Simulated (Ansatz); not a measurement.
Consider the formal exchange of groups at the Si–F bond: `B[Si](F)(F)F` + SiH₄ → `B[Si](F)(F)[SiH3]` + H–F.

Isolated molecules relaxed with PBE0-D4/def2-TZVP in Ansatz; ΔE leaves out vibrations. CCSD(T)/CBS adds triple-zeta CCSD(T) − MP2 to the extrapolated MP2 energy (def2 sets, frozen cores). This one scheme is used for every species. DFT in def2-TZVPP.

Q: Is it downhill or uphill in electronic energy at CCSD(T)/CBS, and by how much? (An estimate is asked.)

A: Ansatz gave: Uphill: ΔE = +41.3 kcal/mol.

Q: What do these levels give: BLYP-D4, B97M-V, PBE, r2SCAN, HF/def2-TZVPP, MP2/def2-QZVPP? (An estimate is asked.)

A: Computed: BLYP-D4 39.6, B97M-V 42.4, PBE 36.4, r2SCAN 41.6, HF/def2-TZVPP 49.3, MP2/def2-QZVPP 43.2 kcal/mol.

Largest T1 diagnostic among the species: 0.013.

Leaving LDA and LC-ωPBE aside and taking each functional with its dispersion term where it has one, the values, not all of them listed here, spread over 8.8 kcal/mol, from revPBE-D4 to BHLYP-D4. From BLYP to BHLYP (50 % exact exchange), in def2-TZVPP and without D4, ΔE moves by +4.0 kcal/mol.
